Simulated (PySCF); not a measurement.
**Atomic charges against the basis set**

Compound: BH₄O₄ (charge -1).
Numbering: `[OH:1][B-:2]([OH:3])([OH:4])[OH:5]` (hydrogens: H6 on O1; H7 on O3; H8 on O4; H9 on O5)

PBE0 throughout (PySCF), one geometry, spherical d and f functions. Isolated species at its PBE0-D3(BJ)/def2-SVP geometry, gas phase. Atoms taken as equivalent share a column and are averaged.

Mulliken charges (e):

```csv
basis,functions,O1/O3/O4/O5,B2,H6/H7/H8/H9
STO-3G,29,-0.440,+0.301,+0.115
6-31G,53,-0.748,+0.691,+0.326
6-31G*,78,-0.765,+0.636,+0.356
def2-SVP,90,-0.349,-0.120,+0.129
"6-311+G(2d,p)",159,-0.853,+1.433,+0.245
def2-TZVP,179,-0.615,+0.312,+0.287
```

IAO charges (e):

```
        basis  functions  O1/O3/O4/O5      B2  H6/H7/H8/H9
       STO-3G         29       -0.513  +0.316       +0.184
        6-31G         53       -0.695  +0.527       +0.314
       6-31G*         78       -0.703  +0.577       +0.309
     def2-SVP         90       -0.698  +0.550       +0.310
6-311+G(2d,p)        159       -0.731  +0.582       +0.335
    def2-TZVP        179       -0.728  +0.589       +0.331
```

Problem. Which scheme is steadiest as the basis changes?

Solution. Largest range over the bases for any column: IAO 0.27 e, Mulliken 1.55 e. IAO charges move least and Mulliken charges most, counted in e. Without the minimal STO-3G basis the ranges are IAO 0.06, Mulliken 1.55 e.

Problem. How much do the charges still move between the two largest bases, 6-311+G(2d,p) and def2-TZVP?

Solution. At most, over all atoms: Mulliken 1.121 e, IAO 0.007 e.

Problem. What do the same runs give for the total energy and the frontier levels?

Solution. 
| basis | energy (Eh) | HOMO (eV) | LUMO (eV) |
| --- | --- | --- | --- |
| STO-3G | -323.3195 | 3.95 | 17.72 |
| 6-31G | -327.8722 | -1.41 | 7.83 |
| 6-31G* | -327.9548 | -1.15 | 8.12 |
| def2-SVP | -327.7443 | -1.38 | 7.22 |
| 6-311+G(2d,p) | -328.1292 | -2.27 | 4.02 |
| def2-TZVP | -328.1506 | -2.08 | 5.91 |

Where the HOMO energy of this anion is positive, the outermost electrons may be held by the finite basis alone.
